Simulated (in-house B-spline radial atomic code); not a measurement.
Configurations of Ti, with energies counted from [Ar] 3d2 4s2. Method: non-relativistic B3LYP, spin-polarised, spherical fractional occupations, exact exchange averaged over the configuration, point nucleus. Calculated with a radial B-spline atomic code at the basis-set limit. Shells without spins written out take the highest spin.

Occupations are held fixed; configurations that lie above the ionisation limit could autoionise.

```csv
configuration,E - E(ref) (eV),highest orbital,its <r> (bohr)
[Ar] 3d3 4s1,0.13934,3d up,1.835
[Ne] 3s2 3p5 3d3 4s2,31.965,4s down,3.646
[Ne] 3s2 3p5 3d2 4s2 5p1,41.966,5p up,10.65
[Ne] 3s2 3p5 3d2 4s2 5f1,43.196,5f up,27.87
```

Task: Order these further configurations by energy, lowest first.
A. [Ar] 3d2 4s1 5f1
B. [Ar] 3d2 4s1 5s1
C. [Ar] 3d1 4s2 5p1
D. [Ar] 3d1 4s2 4p1
E. [Ne] 3s2 3p5 3d2 4s2 4f1

Result: B (4.4049 eV), D (5.1165 eV), A (6.1512 eV), C (8.4531 eV), E (42.927 eV).
